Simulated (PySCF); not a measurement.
C2H6Si, SMILES C[Si]C (connectivity only; charge and spin as stated), neutral, multiplicity 1.

Geometry optimised at B3LYP-D3(BJ)/def2-TZVP. The isomer is the one that the SMILES or the coordinates give; other isomers of the formula were not compared.

All values below come from B3LYP-D3(BJ)/def2-TZVP (PySCF).

Frequencies are harmonic and unscaled.

Computed normal modes with their intensities:
```tsv
mode	ν (cm⁻¹)	IR (km/mol)	moving atoms (share of kinetic energy)
1	110	0.2	H 86 %
2	111	0.1	H 99 %
3	258	3.0	C 44 %, H 39 %, Si 17 %
4	522	6.5	H 82 %, C 14 %
5	575	6.0	H 69 %, C 24 %
6	648	49.8	C 43 %, H 31 %, Si 27 %
7	654	22.5	C 47 %, H 32 %, Si 21 %
8	734	12.5	H 73 %, C 18 %, Si 9 %
9	864	41.1	H 69 %, C 25 %
10	1250	20.6	H 81 %, C 19 %
11	1259	30.6	H 81 %, C 19 %
12	1425	6.8	H 95 %
13	1431	2.0	H 96 %
14	1453	0.2	H 94 %
15	1461	21.3	H 95 %
16	2979	4.5	H 96 %
17	2981	4.6	H 96 %
18	3048	9.1	H 92 %
19	3054	22.5	H 92 %
20	3104	17.2	H 91 %, C 9 %
21	3104	6.9	H 91 %, C 9 %
```
